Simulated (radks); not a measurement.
The numbers below are computed, except where a source is named.
Q: The table gives one normalised radial function P(r) = r R(r) (large component) of Hg4+ in [Xe] 4f14 5d7.5 6s0.5 (r in bohr). Code: a radial shooting solver on a logarithmic mesh with Libxc functionals. Model: Dirac Kohn-Sham, PBE, spin-unpolarised, spherical densities, finite nucleus; open shells fill j = l - 1/2 first; Fermi nuclear charge, rms radius 5.4648 fm.

| r | P |
|---|---|
| 0.002078 | 0.0224 |
| 0.002816 | 0.0316 |
| 0.003786 | 0.0447 |
| 0.005132 | 0.0642 |
| 0.006899 | 0.0913 |
| 0.00935 | 0.1299 |
| 0.01257 | 0.1789 |
| 0.01704 | 0.2381 |
| 0.02291 | 0.2929 |
| 0.03104 | 0.3196 |
| 0.04174 | 0.2765 |
| 0.05657 | 0.1196 |
| 0.07605 | -0.1377 |
| 0.1031 | -0.3943 |
| 0.1386 | -0.4200 |
| 0.1878 | -0.0596 |
| 0.2525 | 0.4702 |
| 0.3422 | 0.6352 |
| 0.4638 | 0.0762 |
| 0.6236 | -0.7679 |
| 0.8451 | -1.2042 |
| 1.136 | -0.9790 |
| 1.54 | -0.4783 |
| 2.07 | -0.1432 |
| 2.806 | -0.0222 |
| 3.772 | -0.0016 |
| 5.112 | 0.0000 |
| 6.873 | 0.0000 |

Which n and l does it have? It may be an empty orbital.

A: n = 5, l = 1: the number of nodes gives n - l - 1 = 3, the rise at small r points to l (for j = l - 1/2 the large component starts outside the nucleus as r^gamma with gamma = sqrt(l^2 - (Z/c)^2) = 0.81 and the r^(l+1) term takes over further out; the orbital of l - 1 with the same j starts with the same power, but with a larger coefficient, and does not steepen), and the extent must fit the shell. The curve is that of 5p1/2; the two j differ most near the nucleus, where j = l - 1/2 has the larger amplitude, and in heavy atoms j = l - 1/2 is also the more compact. 5p1/2: eigenvalue -131.88 eV, 3 radial nodes at r = 0.0656, 0.194, 0.477 bohr, <r> = 0.962 bohr, 90 % of the charge inside 1.39 bohr.
